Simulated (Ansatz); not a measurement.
System: GeNH₄, charge 0, doublet. GeNH4 (SMILES [NH][GeH3], doublet).
B3LYP-D3(BJ)/def2-TZVP minimum from Ansatz (a program for electronic structure):
```xyz
6

Ge     0.2747     0.1182     0.1230
N     -1.3612    -0.5949    -0.4695
H      1.4403    -0.6933    -0.4800
H      0.3902     1.5893    -0.3276
H      0.2890     0.0226     1.6534
H     -1.3822    -0.5361    -1.4948
```
Charge 0, spin multiplicity 2.

Total energies in cc-pVTZ, 13 correlated electrons, 15 frozen orbitals. UHF or UKS for unpaired electrons; spin-orbit terms are left out. Cores are frozen in correlated methods (noble-gas shells, and filled d and f shells in the p block). No relativity.

```
method    program  energy (Eh)  minus CCSDT(Q) (mEh)
--------  -------  -----------  --------------------
HF         Ansatz  -2132.15517                347.23
MP2        Ansatz  -2132.45429                 48.11
CCSD       Ansatz  -2132.49018                 12.22
CCSD(T)    Ansatz  -2132.50087                  1.53
CCSDT(Q)   Ansatz  -2132.50240                  0.00
```

Rough core times of Ansatz's runs on a shared machine: CCSD(T) 40 s, CCSDT(Q) 60 min.
